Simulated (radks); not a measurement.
Question: Numerical settings for neutral mercury, [Hg]. Calculated with a radial shooting solver on a logarithmic mesh with Libxc functionals: scalar-relativistic Kohn-Sham, PBE, spin-polarised, spherical densities, finite nucleus; Fermi nuclear charge, rms radius 5.4648 fm. The defaults (mesh step 0.008 in ln r, mesh end at 40 bohr or more with all orbitals vanishing there, Anderson mixing 0.5 over 9 steps, residual threshold near 1e-9 with the energy settled to 1e-9 hartree or 1e-11 of itself, here a cap of 67 iterations) give E = -19617.974 hartree and 6s at -6.811 eV in 15 iterations. Run on one thread of a shared host, so times are rough (Arm Neoverse N1): 0.4 s of CPU time, 0.4 s wall, 15 iterations on 2440 mesh points. One setting is changed at a time: mesh step in ln r 0.005; mesh step in ln r 0.05; mesh step in ln r 0.003; mesh end (bohr) 5; mesh end (bohr) 8; residual threshold 1e-16; residual threshold 0.1; mixing 0.01; linear mixing, mixing 0.2; linear mixing, mixing 0.8; mixing history 2; iteration cap 5. Which runs fail to converge, and which converge to a wrong energy?

Answer: Not converged within the cap: residual threshold 1e-16; linear mixing, mixing 0.2; linear mixing, mixing 0.8; iteration cap 5. Settings that end as converged yet miss the energy by more than 1 mhartree: mesh end (bohr) 5 (+0.0736 hartree); mesh end (bohr) 8 (+0.00115 hartree).
